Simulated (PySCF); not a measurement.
SMILES [SiH2](F)C#C[SiH3] (C2H5FSi2), PBE0/def2-SVP optimised geometry.

```
10

Si     2.46    -0.10     0.01
C      0.62    -0.07     0.00
C     -0.61    -0.05     0.00
Si    -2.43    -0.05     0.00
F     -2.97     1.49     0.00
H      2.97     0.83    -1.04
H      2.95     0.33     1.35
H      2.92    -1.49    -0.28
H     -2.93    -0.71     1.23
H     -2.93    -0.71    -1.23
```

Density from PBE0/def2-TZVP in PySCF 2.14.0 at that geometry.

Minimum of the electron density along straight lines between bonded atoms, close to the bond critical point (lines longer than 1.1 times the sum of covalent radii, or with two minima, are not listed):

```
bond     length / Å  ρ at the minimum / e bohr⁻³  ∇²ρ there / e bohr⁻⁵  position (fraction from the first atom)
-------  ----------  ---------------------------  --------------------  ---------------------------------------
Si1–C2        1.840                        0.116                  0.31                                     0.39
C2–C3         1.225                        0.413                 -1.27                                     0.50
C3–Si4        1.829                        0.121                  0.31                                     0.61
Si4–F5        1.622                        0.131                  0.89                                     0.42
Si1–H6        1.491                        0.121                  0.15                                     0.49
Si1–H7        1.491                        0.121                  0.15                                     0.49
Si1–H8        1.491                        0.121                  0.15                                     0.49
Si4–H9        1.485                        0.125                  0.14                                     0.49
Si4–H10       1.485                        0.125                  0.14                                     0.49
```
